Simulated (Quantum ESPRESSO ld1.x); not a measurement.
The germanium ion Ge+, 31 electrons, occupied as [Ar] 3d10 4s2 4p1.

Method: Dirac Kohn-Sham, LDA (Slater exchange, Perdew-Zunger correlation), spin-unpolarised, spherical densities, point nucleus; open shells are shared between the two j in proportion to 2j + 1; computed with ld1.x of Quantum ESPRESSO 7.5.

Energy parts (hartree):
part                     energy
total                 -2095.715
kinetic                2139.355
electron-nucleus      -5050.713
Hartree                 892.002
exchange-correlation    -76.359

Orbitals (lengths in bohr, moments of r in powers of bohr; <r^-3> diverges for s and p1/2):
\begin{tabular}{lrrrr}
orbital & occ. & eigenvalue (hartree) & <r^-3> & small-component weight \\ \hline
1s1/2 & 2 & -402.297 & - & 1.34e-02 \\
2s1/2 & 2 & -50.6401 & - & 2.59e-03 \\
2p1/2 & 2 & -45.1303 & - & 2.58e-03 \\
2p3/2 & 4 & -43.9614 & 957.4 & 2.53e-03 \\
3s1/2 & 2 & -6.49582 & - & 5.94e-04 \\
3p1/2 & 2 & -4.67889 & - & 5.45e-04 \\
3p3/2 & 4 & -4.52122 & 130.1 & 5.31e-04 \\
3d3/2 & 4 & -1.43157 & 14.51 & 4.01e-04 \\
3d5/2 & 6 & -1.40997 & 14.09 & 3.97e-04 \\
4s1/2 & 2 & -0.74025 & - & 7.23e-05 \\
4p1/2 & 0.333333 & -0.42793 & - & 4.71e-05 \\
4p3/2 & 0.666667 & -0.41862 & 7.733 & 4.58e-05 \\
\end{tabular}

The highest occupied level is 4p3/2 at -11.391 eV. For comparison, the ionisation energy in NIST's Atomic Spectra Database is 15.935 eV (measured). In exact Kohn-Sham theory the highest level is minus the ionisation energy, but local and semilocal functionals leave it too shallow, through self-interaction and a potential that decays too fast; potentials with the right tail come closer.

Beside tabulated values, note that spin-unpolarised runs miss the spin-polarisation part of the exchange energy of open shells.
